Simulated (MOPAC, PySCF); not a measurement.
C₁₀H₉N, SMILES `Cc1cnc2ccccc2c1`, neutral singlet in the gas phase. 

Cartesian coordinates (Å):
SMILES: Cc1cnc2ccccc2c1
```xyz
20

C     -3.3158    -0.5250     0.1558
C     -1.8820    -0.0755     0.0852
C     -1.5726     1.3184     0.0221
N     -0.3621     1.8169    -0.0480
C      0.6939     0.9555    -0.0629
C      2.0120     1.4808    -0.1390
C      3.1018     0.6359    -0.1552
C      2.9225    -0.7697    -0.0957
C      1.6550    -1.3089    -0.0210
C      0.5129    -0.4642    -0.0031
C     -0.8181    -0.9529     0.0721
H     -3.3908    -1.6163     0.2680
H     -3.8678    -0.2397    -0.7558
H     -3.8395    -0.0578     1.0062
H     -2.4017     2.0397     0.0330
H      2.1195     2.5661    -0.1833
H      4.1123     1.0475    -0.2143
H      3.7960    -1.4259    -0.1093
H      1.5123    -2.3920     0.0252
H     -0.9878    -2.0330     0.1200
```
Charge 0, spin multiplicity 1.

All levels are single points at this geometry (B3LYP-D3(BJ)/def2-SVP); Pople sets use spherical d functions. Orbital energies aren't observables, and empty levels follow the basis.

| level | HOMO (eV) | LUMO (eV) | gap (eV) | dipole (D) | vertical IE, Delta-SCF (eV) |
|---|---|---|---|---|---|
| PBE-D3(BJ)/def2-TZVP in PySCF | -5.78 | -2.32 | 3.46 | 2.12 | – |
| TPSSh-D3(BJ)/def2-TZVP in PySCF | -6.11 | -1.85 | 4.25 | 2.14 | 8.15 |
| B3LYP/3-21G in PySCF | -6.28 | -1.24 | 5.04 | 2.14 | – |
| B3LYP/6-31G* in PySCF | -6.17 | -1.26 | 4.91 | 2.08 | 8.04 |
| BP86/6-31G* in PySCF | -5.57 | -2.05 | 3.52 | 2.04 | – |
| HF/6-31G* in PySCF | -8.18 | 2.35 | 10.53 | 2.27 | – |
| AM1 in MOPAC | -9.07 | -0.46 | 8.61 | 1.94 | – |
| PM3 in MOPAC | -9.10 | -0.64 | 8.46 | 1.91 | – |
| PM7 in MOPAC | -9.25 | -0.76 | 8.49 | 2.53 | – |
